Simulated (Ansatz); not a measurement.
Gas-phase electronic energies from Ansatz, PBE0-D4/def2-TZVP geometries. CCSD(T)/CBS is the MP2 limit (def2-TZVPP, def2-QZVPP) plus CCSD(T) − MP2 in def2-TZVPP, frozen cores. This one scheme is used for every species. Functionals use def2-TZVPP. B3LYP here is the variant with VWN-RPA as its local correlation; programs differ in this. Each species was taken in one conformer, which may not be the lowest.

Consider the cleavage of the Si–B bond: `B[SiH2][SiH2]O` + PH₃ → `O[SiH2][SiH2]P` + BH₃.

`B[SiH2][SiH2]O`:

Z-matrix (Å, degrees):
```
Si
Si 1 2.364
B 1 1.990 2 105.7
H 1 1.493 2 106.1 3 121.1
H 1 1.490 2 107.6 3 -122.9
O 2 1.653 1 111.6 3 -179.0
H 2 1.492 1 108.8 3 -55.9
H 2 1.483 1 111.0 3 63.6
H 3 1.195 1 120.9 2 85.8
H 3 1.195 1 121.0 2 -89.2
H 6 0.958 2 117.4 1 54.1
```

PH₃:

Cartesian coordinates in Å:
```
P -0.503 0.277 -0.084
H -0.297 -0.652 0.970
H 0.720 0.952 0.170
H 0.081 -0.578 -1.055
```

`O[SiH2][SiH2]P`:

```xyz
11

O     0.768    1.086    1.503
Si    0.986   -0.406    0.821
Si    0.011   -0.276   -1.297
P    -2.116    0.485   -1.213
H     1.116    1.228    2.384
H     2.436   -0.761    0.765
H     0.311   -1.469    1.624
H     0.784    0.637   -2.184
H    -0.008   -1.626   -1.927
H    -2.494   -0.420   -0.183
H    -1.796    1.521   -0.295
```

BH₃:

```xyz
4

B     0.000    0.000    0.000
H     0.145    1.136   -0.337
H     0.663   -0.450    0.885
H    -0.808   -0.686   -0.548
```

Task: Is it downhill or uphill in electronic energy at CCSD(T)/CBS, and by how much? (Best estimate.)

Result: The calculation gave: Downhill: ΔE = -0.35 eV.

Task: What do these levels give: r2SCAN-D4, PBE0-D4, PBE, B3LYP, MP2/def2-TZVPP, MP2/CBS(def2)? (An estimate is asked.)

Result: Ansatz gave: r2SCAN-D4 -0.29, PBE0-D4 -0.32, PBE -0.22, B3LYP -0.27, MP2/def2-TZVPP -0.41, MP2/CBS(def2) -0.44 eV.

Largest T1 diagnostic among the species: 0.014.

The D4 term adds −0.06 eV with B3LYP and −0.03 eV with PBE0; it sums over pairs of atoms, weighted by their polarisabilities, and B3LYP, whose exchange is more repulsive, gets the larger term. From PBE to PBE0 (25 % exact exchange), in def2-TZVPP and without D4, ΔE moves by −0.06 eV.
